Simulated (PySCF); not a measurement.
dimethyl telluride cation (C2H6Te), SMILES C[Te]C (connectivity only; charge and spin as stated), charge +1, multiplicity 2. Atoms are numbered in the order given.

```xyz
9

C      1.5978     0.0000     1.0508
Te     0.0000     0.0000    -0.3901
C     -1.5978     0.0000     1.0508
H      1.4945     0.9046     1.6683
H      2.5474     0.0000     0.5004
H      1.4945    -0.9046     1.6683
H     -1.4945     0.9046     1.6683
H     -2.5474     0.0000     0.5004
H     -1.4945    -0.9046     1.6683
```
Charge +1, spin multiplicity 2.

The structure is a stationary point at B3LYP-D3(BJ)/def2-SVP. The multiplicity is an assumed one; other spin states were not compared. The def2 effective core potentials stand for the cores of Te; spin–orbit coupling is left out.

Calculation: PBE/def2-TZVPD run with PySCF.

Mulliken values depend strongly on the basis, most of all with diffuse functions as here. ESP charges are fitted to the potential on shells at 1.4 to 2.0 van der Waals radii. Atomic charges (e):

| atom | Mulliken | ESP fit | Mulliken spin |
|---|---|---|---|
| C1 | -0.71 | ? | -0.07 |
| Te2 | 0.77 | ? | 1.05 |
| C3 | -0.71 | ? | -0.07 |
| H4 | 0.28 | ? | 0.03 |
| H5 | 0.26 | ? | 0.00 |
| H6 | 0.28 | ? | 0.03 |
| H7 | 0.28 | ? | 0.03 |
| H8 | 0.26 | ? | 0.00 |
| H9 | 0.28 | ? | 0.03 |

### Question
Some entries are withheld; supply them. (An estimate is asked for; the answer gives what the named calculation found.)

### Answer

- C1, ESP fit: -0.53
- Te2, ESP fit: 0.68
- C3, ESP fit: -0.53
- H4, ESP fit: 0.22
- H5, ESP fit: 0.24
- H6, ESP fit: 0.22
- H7, ESP fit: 0.22
- H8, ESP fit: 0.24
- H9, ESP fit: 0.22
